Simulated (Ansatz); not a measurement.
`CC1=CC(C)=[O+][B-](C)(F)O1` and `CC1=CC(C)=[O+][Al-]([CH3])([F])[O]1` differ in one element.

Ansatz, PBE0-D4/def2-TZVP geometries, multiplicity 1. 

```csv
property,`CC1=CC(C)=[O+][B-](C)(F)O1`
LUMO energy (ωB97M-V/def2-TZVPP) / eV,0.09
HOMO–LUMO gap (ωB97M-V/def2-TZVPP) / eV,9.78
LUMO energy (PBE0/def2-TZVPP) / eV,-2.01
HOMO energy (B3LYP/def2-TZVPP) / eV,-7.34
HOMO energy (PBE0/def2-TZVPP) / eV,-7.53
HOMO energy (PBE/def2-TZVPP) / eV,-6.37
```

Problem. What does the change do to each property? (Best estimate.)

Solution. Computed: 
| property | `CC1=CC(C)=[O+][Al-]([CH3])([F])[O]1` | shift |
| --- | --- | --- |
| LUMO energy (ωB97M-V/def2-TZVPP) / eV | 0.01 | -0.08 |
| HOMO–LUMO gap (ωB97M-V/def2-TZVPP) / eV | 9.67 | -0.11 |
| LUMO energy (PBE0/def2-TZVPP) / eV | -2.07 | -0.06 |
| HOMO energy (B3LYP/def2-TZVPP) / eV | -7.32 | 0.02 |
| HOMO energy (PBE0/def2-TZVPP) / eV | -7.51 | 0.02 |
| HOMO energy (PBE/def2-TZVPP) / eV | -6.35 | 0.02 |

Positive LUMOs are unbound, so they and the gaps depend on the basis.

B3LYP here is the variant with VWN-RPA as its local correlation; programs differ in this.
